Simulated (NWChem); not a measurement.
A series in which one site is exchanged, each optimised at PBE0/def2-SVP with NWChem, gas phase unless a solvent is named. All stand in one matching conformer (torsions within 35°), which need not be the lowest. Some are not confirmed as minima by frequencies. def2 effective core potentials on In; no spin-orbit coupling.

A: [NH2][InH][NH2] (InN2H5; site = In)
B: [NH2][GaH][NH2] (GaN2H5; site = Ga)
C: [NH2][AlH][NH2] (AlN2H5; site = Al)
D: NBN (BN2H5; site = B)

Values for A:

| Quantity | Value |
|---|---|
| orbital gap (eV), PBE0/def2-SVP | 5.95 |
| static polarisability, B3LYP/def2-SVPD (bohr³) | 57.1 |
| lowest singlet excitation, B3LYP/def2-SVPD, TDA (eV) | 4.75 |

Problem. How do these values change for the other members?

Solution. 
```json
[
 {"change from A": "orbital gap (eV), PBE0/def2-SVP", "B": "+1.08", "C": "+1.49", "D": "+2.66"},
 {"change from A": "static polarisability, B3LYP/def2-SVPD (bohr³)", "B": "-9.1", "C": "-11.2", "D": "-22.4"},
 {"change from A": "lowest singlet excitation, B3LYP/def2-SVPD, TDA (eV)", "B": "+0.61", "C": "+0.76", "D": "+1.18"}
]
```
